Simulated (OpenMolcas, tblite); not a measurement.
**InHCl2O (SMILES [OH][In]([Cl])[Cl]): the dipole moment, rung by rung**

InHCl2O: 5 atoms, total charge 0, spin state singlet. SMILES: `[OH][In]([Cl])[Cl]`. The coordinates come from a PBE0-D4/def2-TZVP relaxation.

Each level gives the dipole moment (D). The values are calculated.

```csv
level,kind,program,value (D),CPU time
IPEA1-xTB,semi-empirical,tblite,2.40,under 2 s
HF/def2-SVP (core potential),Hartree–Fock,OpenMolcas,1.51,8.6 s
SVWN5/def2-SVP (core potential),LDA,OpenMolcas,1.53,20 s
PBE/def2-SVP (core potential),GGA,OpenMolcas,1.52,30 s
M06-L/def2-SVP (core potential),meta-GGA,OpenMolcas,1.62,27 s
TPSS/def2-SVP (core potential),meta-GGA,OpenMolcas,1.58,32 s
BHLYP/def2-SVP (core potential),global hybrid,OpenMolcas,1.47,21 s
```

The values span 1.47 to 2.40 D. Magnitudes only. CPU times are rough (shared hosts, several kinds of processor): they show what a rung costs within a factor of a few.
